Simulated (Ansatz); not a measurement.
Ansatz (a first-principles code) input file for WF5, SMILES [F][W]([F])([F])([F])[F] (connectivity only; charge and spin as stated), neutral, multiplicity 2, PBE-D3(BJ)/def2-SVP. 

Ansatz 0.2 input:
```yaml
crystal:
  periodic: [false, false, false]
  atoms:
    - {symbol: W, position_ang: [0.00000000, 0.00000000, 0.01743771]}
    - {symbol: F, position_ang: [-1.83552040, 0.37534588, 0.20177102]}
    - {symbol: F, position_ang: [1.83552040, -0.37534588, 0.20177097]}
    - {symbol: F, position_ang: [-0.54120981, -1.27299069, -1.20567089]}
    - {symbol: F, position_ang: [0.54120977, 1.27299069, -1.20567091]}
    - {symbol: F, position_ang: [0.00000003, 0.00000000, 1.86442306]}
basis:
  gaussian:
    orbitals: def2-SVP
hamiltonian:
  xc: pbe
  dispersion: d3bj
magnetization: {spin_polarized: true, initial_magnetization: 1}
relax: {f_tol: 0.002, max_steps: 200}
```

Program output:

```
WARN ansatz: RAYON_NUM_THREADS=1 ignored (pool sized by the plan → 1); use --threads N
Functional definition: PBE
integrals: 0.04 GiB planned
1047 factors; their error is unknown
mean field: 0.35 GiB planned
mean field evaluation 1: about -15384.8715 eV, gradient 5.3e1 eV
mean field evaluation 2: about -15245.7855 eV, gradient 2.0e2 eV
mean field evaluation 4: about -15392.9211 eV, gradient 1.9e1 eV
mean field evaluation 8: about -15394.0974 eV, gradient 7.4e-2 eV
mean field evaluation 16: about -15394.0249 eV, gradient 1.8e-4 eV
mean field evaluation 32: about -15394.0249 eV, gradient 2.3e-2 eV
mean field -15394.02489629 eV, -565.7199804937 hartree, gradient 1.3e-5 eV, S^2 0.751552; 5 other end points of the search recorded, 0 dependent functions left out
the calculation of the forces begins
reference -15394.02496381 eV, -565.7199829750 hartree; 30, 29 occupied and 72, 73 virtual orbitals, 1047 factors
relax step   1: F+E_penalty+E_count = -15394.12187813 eV  Δ(F+E_penalty+E_count) = +0.000e0 eV  max|allowed force component| = 3.860e-1 eV/Å  Δτ_max = 0.0000 Å  (132 SCF iters, accepted)
these checks for a lower state are left out or cut short: starts, cluster_reference, orbital_swaps, neighbouring_geometries, increment
integrals: 0.04 GiB planned
1047 factors; their error is unknown
mean field: 0.35 GiB planned
mean field -15394.03588346 eV, -565.7203842647 hartree, gradient 1.2e-5 eV, S^2 0.751618; 0 other end points of the search recorded, 0 dependent functions left out
the calculation of the forces begins
reference -15394.03595114 eV, -565.7203867522 hartree; 30, 29 occupied and 72, 73 virtual orbitals, 1047 factors
relax step   2: F+E_penalty+E_count = -15394.13253036 eV  Δ(F+E_penalty+E_count) = -1.065e-2 eV  max|allowed force component| = 2.777e-2 eV/Å  Δτ_max = 0.0131 Å  (34 SCF iters, accepted)
these checks for a lower state are left out or cut short: starts, cluster_reference, orbital_swaps, neighbouring_geometries, increment
integrals: 0.04 GiB planned
1047 factors; their error is unknown
mean field: 0.35 GiB planned
mean field evaluation 64: about -15394.0360 eV, gradient 1.9e-5 eV
mean field -15394.03598841 eV, -565.7203881218 hartree, gradient 1.9e-5 eV, S^2 0.751616; 0 other end points of the search recorded, 0 dependent functions left out
the calculation of the forces begins
reference -15394.03605610 eV, -565.7203906094 hartree; 30, 29 occupied and 72, 73 virtual orbitals, 1047 factors
relax step   3: F+E_penalty+E_count = -15394.13263462 eV  Δ(F+E_penalty+E_count) = -1.043e-4 eV  max|allowed force component| = 9.063e-3 eV/Å  Δτ_max = 0.0026 Å  (36 SCF iters, accepted)
these checks for a lower state are left out or cut short: starts, cluster_reference, orbital_swaps, neighbouring_geometries, increment
integrals: 0.04 GiB planned
1047 factors; their error is unknown
mean field: 0.35 GiB planned
mean field -15394.03604393 eV, -565.7203901620 hartree, gradient 2.0e-5 eV, S^2 0.751611; 0 other end points of the search recorded, 0 dependent functions left out
the calculation of the forces begins
reference -15394.03611161 eV, -565.7203926494 hartree; 30, 29 occupied and 72, 73 virtual orbitals, 1047 factors
relax step   4: F+E_penalty+E_count = -15394.13268862 eV  Δ(F+E_penalty+E_count) = -5.399e-5 eV  max|allowed force component| = 6.582e-3 eV/Å  Δτ_max = 0.0026 Å  (35 SCF iters, accepted)
these checks for a lower state are left out or cut short: starts, cluster_reference, orbital_swaps, neighbouring_geometries, increment
integrals: 0.04 GiB planned
1047 factors; their error is unknown
mean field: 0.35 GiB planned
mean field -15394.03611453 eV, -565.7203927566 hartree, gradient 2.3e-5 eV, S^2 0.751601; 0 other end points of the search recorded, 0 dependent functions left out
the calculation of the forces begins
reference -15394.03618219 eV, -565.7203952431 hartree; 30, 29 occupied and 72, 73 virtual orbitals, 1047 factors
relax step   5: F+E_penalty+E_count = -15394.13275673 eV  Δ(F+E_penalty+E_count) = -6.811e-5 eV  max|allowed force component| = 6.271e-3 eV/Å  Δτ_max = 0.0071 Å  (34 SCF iters, accepted)
these checks for a lower state are left out or cut short: starts, cluster_reference, orbital_swaps, neighbouring_geometries, increment
integrals: 0.04 GiB planned
1047 factors; their error is unknown
mean field: 0.35 GiB planned
mean field -15394.03612633 eV, -565.7203931900 hartree, gradient 2.0e-5 eV, S^2 0.751598; 0 other end points of the search recorded, 0 dependent functions left out
the calculation of the forces begins
reference -15394.03619397 eV, -565.7203956760 hartree; 30, 29 occupied and 72, 73 virtual orbitals, 1047 factors
relax step   6: F+E_penalty+E_count = -15394.13276911 eV  Δ(F+E_penalty+E_count) = -1.238e-5 eV  max|allowed force component| = 2.058e-3 eV/Å  Δτ_max = 0.0029 Å  (36 SCF iters, accepted)
these checks for a lower state are left out or cut short: starts, cluster_reference, orbital_swaps, neighbouring_geometries, increment
integrals: 0.04 GiB planned
1047 factors; their error is unknown
mean field: 0.35 GiB planned
mean field -15394.03612677 eV, -565.7203932062 hartree, gradient 2.5e-5 eV, S^2 0.751598; 0 other end points of the search recorded, 0 dependent functions left out
the calculation of the forces begins
reference -15394.03619441 eV, -565.7203956922 hartree; 30, 29 occupied and 72, 73 virtual orbitals, 1047 factors
relax step   7: F+E_penalty+E_count = -15394.13276983 eV  Δ(F+E_penalty+E_count) = -7.200e-7 eV  max|allowed force component| = 2.245e-4 eV/Å  Δτ_max = 0.0002 Å  (23 SCF iters, accepted)
integrals: 0.04 GiB planned
1047 factors; their error is unknown
mean field: 0.35 GiB planned
mean field evaluation 96: about -15384.6089 eV, gradient 5.3e1 eV
mean field evaluation 128: about -15394.0325 eV, gradient 2.5e-1 eV
mean field -15394.03612677 eV, -565.7203932062 hartree, gradient 2.5e-5 eV, S^2 0.751598; 7 other end points of the search recorded, 0 dependent functions left out
the calculation of the forces begins
reference -15394.03619441 eV, -565.7203956922 hartree; 30, 29 occupied and 72, 73 virtual orbitals, 1047 factors
Total energy: -15394.13283748 eV, -565.7239472593 hartree
Atom 0 at    -0.000000     0.000000     0.016857 Å, force    -0.000000    -0.000000     0.000053 eV/Å
Atom 1 at    -1.844043     0.368777     0.215479 Å, force    -0.000224     0.000073    -0.000020 eV/Å
Atom 2 at     1.844043    -0.368777     0.215479 Å, force     0.000224    -0.000073    -0.000020 eV/Å
Atom 3 at    -0.551387    -1.268702    -1.224678 Å, force     0.000064     0.000052     0.000005 eV/Å
Atom 4 at     0.551387     1.268702    -1.224678 Å, force    -0.000064    -0.000052     0.000005 eV/Å
Atom 5 at     0.000000     0.000000     1.875602 Å, force     0.000000     0.000000    -0.000024 eV/Å
Dipole moment:    -0.000000     0.000000     0.026508 e Å
```

The calculation finished and met its thresholds.

Cost: around 40 core-seconds (rough).
